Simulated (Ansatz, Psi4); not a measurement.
Input for Psi4:
```
memory 2 GB

molecule mol {
0 1
  C     1.427456   -0.352530    0.804101
  Se    0.018572    0.177668   -0.439477
  C    -1.491744   -0.262468    0.717145
  H     1.320476   -1.409446    1.036687
  H     2.381536   -0.173149    0.317011
  H     1.351604    0.247522    1.707869
  H    -1.464083   -1.323538    0.953742
  H    -2.402307   -0.025560    0.174512
  H    -1.432956    0.333430    1.624923
}

set basis cc-pvdz
set reference rks
set scf_type pk
set puream true
set d_convergence 1e-8
set dft_radial_points 99
set dft_spherical_points 590

energy('blyp')
print_variables()
```

Task: Convert this to an input for Ansatz (an electronic-structure program).

Result: This is not unique; one that fits is 
Ansatz 0.2 input:
```yaml
crystal:
  periodic: [false, false, false]
  atoms:
    - {symbol: C, position_ang: [1.42745564, -0.35252996, 0.80410118]}
    - {symbol: Se, position_ang: [0.01857231, 0.17766848, -0.43947715]}
    - {symbol: C, position_ang: [-1.49174355, -0.26246801, 0.71714532]}
    - {symbol: H, position_ang: [1.32047632, -1.40944573, 1.03668694]}
    - {symbol: H, position_ang: [2.38153568, -0.17314924, 0.31701118]}
    - {symbol: H, position_ang: [1.35160354, 0.24752203, 1.70786870]}
    - {symbol: H, position_ang: [-1.46408325, -1.32353763, 0.95374167]}
    - {symbol: H, position_ang: [-2.40230747, -0.02556005, 0.17451211]}
    - {symbol: H, position_ang: [-1.43295603, 0.33343014, 1.62492343]}
basis:
  gaussian:
    orbitals: cc-pVDZ
hamiltonian:
  xc: blyp
accuracy: high
```

Both were run: Psi4 gave -2481.313991 Eh and Ansatz -2481.313990 Eh, 0.001 mEh apart.
